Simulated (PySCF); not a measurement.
**Telling isomers of C10H10 apart by NMR**

Theoretical values (PySCF): shieldings: GIAO PBE0/pcSseg-1, geometry: PBE0-D3(BJ)/def2-SVP. No relativistic terms, one conformer, gas phase, averaged over atoms made equivalent by symmetry, fast rotation or ring inversion.

Referencing at the same level of theory: 1H and 13C against TMS. Where no couplings were computed, multiplicities follow the n + 1 count of equivalent neighbours, and m marks all less simple cases (inequivalent or close neighbours, rings, F or P nearby). Shifts are as computed. Against solution values, carbons near 30 ppm lie about +2 ppm off and those near 130 ppm about +5 ppm. Of 1211 compounds with measured shifts, 218 miss one by over three times the rms of a fit or turn the order of signals round; such compounds aren't used in these exercises.

(1) Tabulate the signals of `C=CC1=CC=CC=CC1=C`, `CC#C[C@@H]1CC12C=CC=C2`, `C#CCC1=CC2(C=C1)CC2` and their relative energies.

(2) What is the quickest way to tell C=CC1=CC=CC=CC1=C from C#CCC1=CC2(C=C1)CC2?

(3) What is the quickest way to tell CC#C[C@@H]1CC12C=CC=C2 from C#CCC1=CC2(C=C1)CC2?

(4) What is the quickest way to tell C=CC1=CC=CC=CC1=C from CC#C[C@@H]1CC12C=CC=C2?

Results:

(1) 
```tsv
SMILES	carbon types	δC	δH	E rel. (kcal/mol)
C=CC1=CC=CC=CC1=C	2×C 6×CH 2×CH2	147.1, 147.0, 143.8, 138.4, 138.1, 137.7, 135.6, 135.5, 125.9, 121.8	6.40 (m, 1H), 6.39 (m, 1H), 6.34 (m, 1H), 6.30 (m, 1H), 6.19 (m, 1H), 6.01 (d, 1H), 5.98 (d, 1H), 5.62 (br s, 1H), 5.27 (m, 1H), 5.10 (br s, 1H)	0.0
CC#C[C@@H]1CC12C=CC=C2	3×C 5×CH 1×CH2 1×CH3	146.7, 145.9, 138.1, 138.1, 85.6, 80.8, 46.5, 23.5, 18.0, 4.8	6.62 (m, 1H), 6.60 (m, 1H), 6.57 (m, 1H), 6.08 (d, 1H), 2.30 (m, 1H), 1.86 (s, 3H), 1.70 (m, 1H), 1.64 (m, 1H)	21.7
C#CCC1=CC2(C=C1)CC2	3×C 4×CH 3×CH2	148.8, 146.1, 142.0, 138.7, 85.3, 74.4, 38.7, 22.5, 15.0	6.80 (d, 1H), 6.25 (d, 1H), 5.86 (s, 1H), 3.23 (d, 2H), 1.84 (t, 1H), 1.46 (m, 2H), 1.44 (m, 2H)	27.3
```

Energies are electronic energies at PBE0/pcSseg-1 on these geometries, without zero-point or thermal terms, each for the one conformer computed, which needn't be the lowest.

(2) Count the carbon signals: 10 against 9. The first has a terminal =CH2 carbon at 125.9 ppm, the second a terminal alkyne carbon (CH) at 74.4 ppm. Their most deshielded carbons lie at 147.1 and 148.8 ppm.

(3) Count the carbon signals: 10 against 9. The first has a propargylic methyl carbon (CH3) at 4.8 ppm, the second a fully substituted alkene carbon (C) at 146.1 ppm. Their most deshielded carbons lie at 146.7 and 148.8 ppm.

(4) Both give the same number of carbon signals, but DEPT or the intensities differ. The first has a fully substituted alkene carbon (C) at 147.0 ppm, the second an alkyne carbon (C) at 80.8 ppm. Their most deshielded carbons lie at 147.1 and 146.7 ppm.
